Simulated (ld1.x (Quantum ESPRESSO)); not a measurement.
## Before and after: TM potential for Sb

Sb, norm-conserving Troullier–Martins (Kleinman–Bylander form), made with ld1.x (Quantum ESPRESSO) 7.5 (PBE, scalar-relativistic). Core [Kr], reference 4d10 5s2 5p3. Waves: 5p (bound): rc 2.30 bohr; 4d (bound): rc 1.10 bohr; 5s (bound): rc 1.75 bohr. Local part: the s channel. Core correction: a·sin(br)/r model core, default radius (core density twice the valence density).

Change: wave 5p (bound): rc 2.30 bohr becomes 5p (bound): rc 1.52 bohr.

Cutoffs: the cutoffs (Ry, on a coarse ladder) from which the occupation-weighted sum of valence levels, in a spherical-Bessel basis at the reference potential, stays within 10 and 1 mRy of its value at 400 Ry; they do not see the model core or the augmentation charge, which bear on the density cutoff. Errors are all-electron minus pseudo energies relative to the spin-unpolarised reference configuration.

Question: What does the change do?

Answer: The potential gets neither clearly harder nor softer (110 Ry and 180 Ry → 110 Ry and 180 Ry); a bound ghost appears in p, which as a rule spoils a file; of the 7 tests that both files solve, the error grows in 4 and shrinks in 1 by more than 15 % and 0.3 meV (median size 3.0 → 5.3 meV).

| quantity | base | changed |
| --- | --- | --- |
| cutoff, loose | 110 Ry | 110 Ry |
| cutoff, tight | 180 Ry | 180 Ry |
| loose cutoff by channel (10 mRy a level) | p 10 Ry, d 90 Ry, s 18 Ry | p 90 Ry, d 90 Ry, s 18 Ry |
| bound ghosts | none | p |
| error for 4d10 5s2 5p2, meV [ΔE 8.32 eV] | -1.1 | -1.4 |
| error for 4d10 5s2 5p1, meV [ΔE 24.28 eV] | -3.0 | -4.5 |
| error for 4d10 5s2 5p0, meV [ΔE 48.70 eV] | -12 | -15 |
| error for 4d10 5s1 5p3, meV [ΔE 17.05 eV] | -1.5 | -5.3 |
| error for 4d10 5s0 5p5, meV [ΔE 16.43 eV] | -13 | -28 |
| error for 4d10 5s2 5p2.5, meV [ΔE 3.26 eV] | -0.5 | -0.6 |
| error for 4d9 5s2 5p3, meV [ΔE 40.74 eV] | -397 | -312 |

 A true bound ghost makes a file unfit for plane-wave use even where its test errors are small: the radial tests pick states by their node count and pass the ghost by.
